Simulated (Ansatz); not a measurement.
Basis-set extrapolation for `N[SiH](O)S` (PBE0-D4/def2-TZVP geometry, frozen core, the Gaussian-basis code of Ansatz). Multiplicity 1, RHF reference.

|  | def2-TZVPP | def2-QZVPP |
| --- | --- | --- |
| HF | -818.896271 | -818.923706 |
| MP2 correlation | -0.755783 | -0.817374 |
| CCSD(T) correlation | -0.823589 | not run |

Energies in hartree. Use E(X) = E(∞) + A·exp(−7.88·√X) for Hartree–Fock and E(X) = E(∞) + B·X^(−2.97) for correlation, with X = 3 and 4, and add CCSD(T) minus MP2 of the smaller set to the MP2 limit.

Task: What is the CCSD(T) energy at the basis-set limit?

Result: HF limit: -818.923706 + (-0.027435) × 0.13774 = -818.92748. MP2 limit: -0.817374 + (-0.061591) × 0.74074 = -0.86300. Higher-order term: -0.823589 − (-0.755783) = -0.06781. Total: -819.85829 hartree, 363.4 kJ/mol below CCSD(T)/def2-TZVPP.
